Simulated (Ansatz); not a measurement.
Method: frozen-core CCSD(T)/cc-pVTZ // r2SCAN-D4/def2-TZVP in Ansatz (a first-principles code).

Ansatz 0.2 input:
```yaml
crystal:
  periodic: [false, false, false]
  atoms:
    - { symbol: F, position_ang: [1.435446, 0.821689, 0.116578] }
    - { symbol: Ge, position_ang: [-0.010496, -0.113716, 0.00771] }
    - { symbol: F, position_ang: [-1.262388, 1.046647, -0.245462] }
    - { symbol: H, position_ang: [0.084697, -0.982941, -1.241911] }
    - { symbol: H, position_ang: [-0.247259, -0.771678, 1.363085] }
basis:
  gaussian: { orbitals: cc-pVTZ }
correlation:
  method: ccsd_t
```

Output:

```
Functional definition: HF
807 factors; integrals over basis functions are off by at most 8.8e-4 eV
mean field evaluation 1: about -61919.5395 eV, gradient 3.9e1 eV
mean field evaluation 2: about -61919.6184 eV, gradient 3.9e1 eV
mean field evaluation 4: about -61922.2431 eV, gradient 1.8e0 eV
mean field evaluation 8: about -61922.2646 eV, gradient 8.4e-2 eV
mean field evaluation 16: about -61921.1749 eV, gradient 2.8e1 eV
mean field -61922.26464816 eV, -2275.6012534015 hartree, gradient 9.0e-7 eV, S^2 0.000000; 0 other end points of the search recorded, 0 dependent functions left out
11 core orbitals not correlated
reference -61922.26464816 eV, -2275.6012534015 hartree; 15, 15 occupied and 105, 105 virtual orbitals, 807 factors
second order -19.20009424 eV of doubles, -0.00000000 eV of singles
cycle   1  -18.86501947 eV  change    3.4e-1 eV  update   9.9e-2
cycle   2  -19.33592076 eV  change   -4.7e-1 eV  update   2.9e-2
cycle   3  -19.44245340 eV  change   -1.1e-1 eV  update   1.5e-2
cycle   4  -19.42643742 eV  change    1.6e-2 eV  update   3.0e-3
cycle   5  -19.42465157 eV  change    1.8e-3 eV  update   1.2e-3
cycle   6  -19.42562788 eV  change   -9.8e-4 eV  update   3.5e-4
cycle   7  -19.42551622 eV  change    1.1e-4 eV  update   1.3e-4
cycle   8  -19.42542288 eV  change    9.3e-5 eV  update   3.4e-5
cycle   9  -19.42543473 eV  change   -1.2e-5 eV  update   1.3e-5
perturbative correction -0.61148305 eV, -0.0224715877 hartree
Total energy: -61942.30156595 eV, -2276.3375965486 hartree
```

Cost: about 40 core-seconds (a rough figure).
